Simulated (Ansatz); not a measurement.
`[AlH2][N]1[CH2][AlH]1` + `C=C=N` → `C=C=[N][AlH2]` + `[CH2]1[NH][AlH]1` at 700 K and 1 bar (ligand exchange at the Al–N bond).

Program: Ansatz. Geometries: PBE0-D4/def2-TZVP. ΔE: electronic, gas phase. CBS: MP2 limit from def2 TZ/QZ plus the TZ coupled-cluster correction, frozen cores. This one scheme is used for every species. Each species was taken in one conformer, which may not be the lowest.

```tsv
species	CCSD(T)/CBS energy (Eh)	H − E (kJ/mol)	S (J/(mol·K))
`[AlH2][N]1[CH2][AlH]1`	-579.76217	207.4	436.4
`C=C=N`	-132.55079	156.4	309.8
`C=C=[N][AlH2]`	-375.19639	189.5	399.4
`[CH2]1[NH][AlH]1`	-337.12157	175.3	344.6
```

H − E and S are ideal-gas, rigid-rotor, harmonic terms from PBE0-D4/def2-TZVP, for one conformer and one mirror image of each species. 1 Eh = 2625.50 kJ/mol, R = 8.31446 J/(mol·K).

**Question.** By hand: ΔE, ΔH, ΔS and ΔG.

**Answer.** ΔE = (-375.19639) + (-337.12157) − (-579.76217) − (-132.55079) = -0.00500 Eh = -13.1 kJ/mol. Δ(H − E) = 189.5 + 175.3 − 207.4 − 156.4 = 1.0, so ΔH = -12.1 kJ/mol. ΔS = 399.4 + 344.6 − 436.4 − 309.8 = -2.2 J/(mol·K). ΔG = -12.1 − 700 × (-2.2)/1000 = -10.6 kJ/mol.

**Question.** By hand: the equilibrium constant, and the temperature at which ΔG would vanish if ΔH and ΔS stayed fixed.

**Answer.** log₁₀ K = −ΔG/(RT ln 10) = 0.8. ΔG = 0 at ΔH/ΔS = 5500 K, far beyond where these terms or the molecules hold.

The number of gas molecules stays the same, so ΔS is small and ΔH decides. A doubt of 5 kJ/mol in ΔE shifts log₁₀ K by 0.4 here. Other conformers and mirror images would add mixing entropy, several J/(mol·K) or more a flexible species. These are equilibria of isolated gas molecules and say nothing of rates. Largest T1 diagnostic: 0.015 (customary marks: 0.02 for closed shells, 0.045 for open ones).
